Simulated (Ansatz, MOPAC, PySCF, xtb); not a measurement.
Lewis adduct: BCl3 (SMILES ClB(Cl)Cl) (first 4 atoms) with C2H6O (SMILES COC); geometry from B3LYP-D3(BJ)/def2-TZVP, rigid monomers moved along the line of their centres of mass till B2···O6 is 2.12 Å.
(charge 0, multiplicity 1):
```xyz
13

Cl     0.6805    -1.5124     0.8971
B     -0.1045     0.0906     1.3321
Cl     0.8459     1.5414     0.7679
Cl    -1.8636     0.1896     0.8607
C     -0.8820    -0.8478     4.1535
O     -0.0423     0.1112     3.4479
C      1.2652     0.2249     4.0802
H     -0.9469    -0.5148     5.1861
H     -0.4324    -1.8366     4.0805
H     -1.8530    -0.8280     3.6767
H      1.0945     0.5035     5.1167
H      1.8046     1.0004     3.5526
H      1.7823    -0.7301     4.0036
```

Counterpoise-corrected where a basis set is named; no monomer relaxation. Rows marked so take none.

Rows in 6-31G*, STO-3G carry no dispersion term and start afresh at each structure (6-31G* with six Cartesian d functions). MP2/6-31G* freezes PySCF's default core. The state that PM7 reach isn't checked; PM7 holds dispersion and hydrogen-bond terms.

Run with Ansatz (Gaussian basis) for Hartree–Fock, density functionals and correlated methods; MOPAC for PM7 (differences of heats of formation); PySCF for 6-31G* rows, STO-3G rows, the dispersion terms; xtb for the GFN methods. 

```
level                            interaction energy (kJ/mol)
-------------------------------  ---------------------------
PM7                                                   -104.1
GFN1-xTB                                               -67.9
GFN2-xTB                                               -82.1
HF/STO-3G (no counterpoise)                           -157.0
r2SCAN-D3(BJ)/def2-TZVPPD                             -107.1
B3LYP/6-31G* (no counterpoise)                         -99.2
M06-2X/6-31G* (no counterpoise)                       -127.1
wB97X-V/def2-TZVPPD                                      ___
MP2/6-31G*                                            -100.0
```

Question: Fill in the missing entries.

Answer: 
- wB97X-V/def2-TZVPPD, interaction energy (kJ/mol): -111.0

Ansatz is a first-principles code.
